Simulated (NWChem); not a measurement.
# SiHCl₂F; SMILES F[SiH](Cl)Cl

Computed with NWChem. Pople sets run with spherical d functions. STO-3G and 3-21G are far too small for this property and stand as cheap habits. All runs use the structure optimised with PBE0/def2-SVP. Field at 589 nm.

Problem. Among these, which level gives the highest value of “anisotropy (bohr³)”?
A. B3LYP/6-31G*
B. B3LYP/STO-3G
C. B3LYP/def2-SVP
D. B3LYP/def2-SVPD

Solution. A, B3LYP/6-31G*. Values: B3LYP/STO-3G 14.2; B3LYP/def2-SVP 14.8; B3LYP/def2-SVPD 15.4; B3LYP/6-31G* 16.5
